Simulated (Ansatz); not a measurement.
A structure drawn as `O=C=[N][Sn]([N]=C=O)([N]=C=O)[N]=C=O`, with this starting geometry:

Cartesian coordinates in Å:
```
O 0.887 -3.000 -1.173
C 0.839 -1.765 -1.382
N 0.753 -0.522 -1.582
Sn -0.311 0.711 -0.225
N -0.251 2.625 -0.858
C 0.858 3.238 -1.086
O 1.900 3.819 -1.286
N -2.214 0.049 0.002
C -2.411 -1.164 0.357
O -2.631 -2.327 0.768
N 0.736 0.544 1.569
C 0.829 -0.558 2.151
O 1.015 -1.651 2.746
```

Charge 0, multiplicity 1. Sn takes the def2 core potential.

(1) Relax it with Ansatz at PBE-D4/def2-SVP and then PBE0-D4/def2-TZVP. Is the drawn bonding still there?

(2) Give the relaxed structure. (Estimate.)

Atoms count as bonded under 1.1 times the sum of their covalent radii (H–H under 0.85 Å, pairs among N, O and F under 1.55 Å), and a drawn bond as lost past 1.3 times.

Results:

(1) Yes, every drawn bond is still there and no new one forms.

(2) Ansatz gave: 
```xyz
13

O     1.682   -3.081    1.771
C     1.426   -2.199    1.062
N     1.238   -1.289    0.289
Sn   -0.266   -0.040   -0.046
N    -1.539   -0.824   -1.334
C    -1.540   -1.016   -2.527
O    -1.618   -1.233   -3.663
N    -1.300    0.279    1.608
C    -1.337    1.164    2.429
O    -1.431    1.970    3.257
N     0.467    1.657   -0.761
C     1.589    2.071   -0.941
O     2.630    2.540   -1.143
```
All modes are real.
